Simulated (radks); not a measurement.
Question: Spherical quantum dot in the effective-mass picture: electrons in a parabolic well V = omega^2 r^2 / 2 with omega = 0.21, all in effective atomic units (hartree* = m*/eps^2 hartree, bohr* = eps/m* bohr), one dielectric constant everywhere. Method: non-relativistic Kohn-Sham, exchange-only LDA, spin-polarised, spherical densities; computed with a radial shooting solver with Libxc functionals. Levels are named by radial order and angular momentum (1s, 1p, 1d, 2s, ...), and open shells are averaged over m. Results are scaled to m* = 0.073 and eps = 16.9, for which hartree* = 6.955 meV and bohr* = 12.25 nm. At N = 15 the configuration is 1s2 1p6 1d(up 5, down 2). Does electron 16 go into 2s down or 2s up or 1d down?

Answer: Into 1d down. The total energies of the other choices lie higher by 0.0608 meV (2s up), 0.151 meV (2s down).
